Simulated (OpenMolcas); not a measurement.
Mo5+: moving the ligands

Mo5+ with 6 ligands (fluoride) in octahedral coordination (Oh) at 1.92 Å. A charge of +0.167 e stands 2.8 Å behind each ligand. Ligand basis ANO-RCC-VDZP.
```
Mo    0.0000    0.0000    0.0000
F     1.9200    0.0000    0.0000
F     0.0000    1.9200    0.0000
F    -1.9200    0.0000    0.0000
F     0.0000   -1.9200    0.0000
F     0.0000    0.0000    1.9200
F     0.0000    0.0000   -1.9200
```

| Quantity | Value |
| --- | --- |
| Program | OpenMolcas 26.06 |
| Method | CASSCF |
| Basis | ANO-RCC-VTZP [7s6p4d2f1g] |
| Scalar Hamiltonian | DKH2, point nucleus |
| Active space | 1 electron in 5 orbitals (4d) |
| State averaging | 2S+1 = 2 even, 5 roots |
| Spin-orbit coupling | state interaction with AMFI integrals over the reference wave functions |

Runs around this geometry, states (labels of O, the rotations of Oh). Energies in cm-1 above the lowest state or level, χT in cm3 K/mol; under a threefold ground state the first gap can be a small split of the lowest multiplet, not the spin-orbit step; 10Dq is the gap between the two states.

```tsv
R (Å)	Ground state	First state of that spin	10Dq	First gap with spin-orbit (degeneracies)	χT at 300 K
1.86	2T2	2E 39450	39450	1245 (4, 2)	0.118
1.92	2T2	2E 34552	34552	1249 (4, 2)	0.118
1.99	2T2	2E 29889	29889	1254 (4, 2)	0.118
```

Taking |10Dq| as R^-n, n = -ln(29889 / 39450) / ln(1.99 / 1.86) = 4.1 between the shortest and longest distance. The point-charge formula for a cubic d site gives n = 5.

An orbital triplet at a regular site is open to Jahn-Teller coupling, which can distort the site and quench the lowest spin-orbit gaps and is left out. The least metal-like active orbital is 74 % on the metal (Löwdin) and no ligand orbital is active, so the numbers are rough. With metal d orbitals alone the field can be off either way by tens of per cent. Ligand-to-metal charge-transfer states are missing. No measured value stands beside these numbers; the geometry is a model, was not optimised and need not be the one that this ion takes.
